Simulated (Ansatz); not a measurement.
Results of the Gaussian-basis code of Ansatz.

A structure relaxed at PBE0-D4/def2-TZVP, charge 0, multiplicity 1:

| atom | x (Å) | y (Å) | z (Å) |
| --- | --- | --- | --- |
| C1 | 1.493 | -1.419 | 1.255 |
| C2 | 0.838 | -0.273 | 1.151 |
| C3 | 0.691 | 0.470 | -0.132 |
| C4 | -0.788 | 0.470 | -0.655 |
| C5 | -0.857 | 1.260 | -1.892 |
| N6 | -0.858 | 1.886 | -2.854 |
| C7 | -1.214 | -0.909 | -0.933 |
| N8 | -1.503 | -1.998 | -1.151 |
| C9 | -1.673 | 1.067 | 0.356 |
| N10 | -2.323 | 1.544 | 1.172 |
| H11 | 1.964 | -1.886 | 0.396 |
| H12 | 1.583 | -1.931 | 2.205 |
| H13 | 0.371 | 0.171 | 2.026 |
| H14 | 1.303 | 0.029 | -0.921 |
| H15 | 0.974 | 1.520 | -0.024 |

Q: Give its formula and SMILES.

A: C7H5N3, `C=CCC(C#N)(C#N)C#N`.

Q: Point group (tolerance 0.08 Å, 0.16 Å for H)?

A: C1.

Q: Summarise the bond lengths by kind.

A: 6 × C–C 1.324 to 1.568 Å; 5 × C–H 1.083 to 1.093 Å; 3 × C–N 1.147 Å.
